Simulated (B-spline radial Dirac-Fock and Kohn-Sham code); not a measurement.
# Dipole and non-dipole photoemission parameters of F 2p1/2

System: neutral fluorine, 1s2 2s2 2p5; threshold 16.00 eV (orbital energy of the model). Level of theory: Dirac-Hartree-Slater photoionisation with a Latter tail; cross sections with all multipoles, angular parameters from the dipole term and its interference with E2; a B-spline atomic structure program.

Input of the calculation (task.json; shells as n, l, electrons):

```json
{"items": [{
  "Z": 9,
  "q": 0,
  "cfg": [[1, 0, 2], [2, 0, 2], [2, 1, 5]],
  "A": 19,
  "rrms": 2.8976,
  "do": "xps",
  "hv": [60, 77.7, 88.3, 103.0, 107.0, 123.0, 132.0, 214.0, 349.0, 600, 650.0, 800, 1253.6, 2010.0, 2560.0, 2720.0, 2984.4, 3290.0, 3610.0, 3820.0, 4000, 5280.0, 5710.0, 6080.0, 7820.0, 9251.7, 12500.0, 13700.0, 15000],
  "edges": {"K": 696.7}
}]}
```

Launch: `python xray2_run.py task.json out`

For linearly polarised light dσ/dΩ = σ/(4π) [1 + β P₂(cos θ) + (δ + γ cos²θ) sin θ cos φ], with θ from the polarisation vector and φ the angle between the beam and the projection of the electron momentum on the plane normal to the polarisation.

```tsv
hν (eV)	σ (kb)	β	γ	δ
60	1800	1.368	0.036	0.008
77.7	1180	1.444	0.052	0.009
88.3	918	1.469	0.062	0.009
103	656	1.488	0.078	0.010
107	601	1.491	0.082	0.010
123	?	?	?	?
132	362	1.496	0.109	0.011
214	102	1.426	0.183	0.015
349	24.5	1.265	0.266	0.023
600	4.56	1.025	0.358	0.040
650	3.51	0.986	0.372	0.043
800	1.77	0.886	0.406	0.053
1253.6	0.383	0.677	0.466	0.082
2010	0.0720	0.497	0.536	0.122
2560	0.0298	0.419	0.584	0.147
2720	0.0238	0.400	0.597	0.154
2984.4	0.0168	0.372	0.616	0.165
3290	0.0116	0.343	0.636	0.177
3610	0.00817	0.317	0.654	0.190
3820	0.00658	0.302	0.665	0.197
4000	0.00552	0.290	0.675	0.204
5280	0.00188	0.224	0.732	0.245
5710	0.00138	0.208	0.750	0.258
6080	0.00108	0.195	0.765	0.268
7820	0.000398	0.148	0.827	0.313
9251.7	0.000204	0.120	0.871	0.346
12500	6.06e-05	0.079	0.956	0.412
13700	4.18e-05	0.070	0.984	0.434
15000	2.89e-05	0.061	1.014	0.456
```

Question: Give the values at 123 eV.

Answer: σ = 431 kb, β = 1.496, γ = 0.100, δ = 0.011.
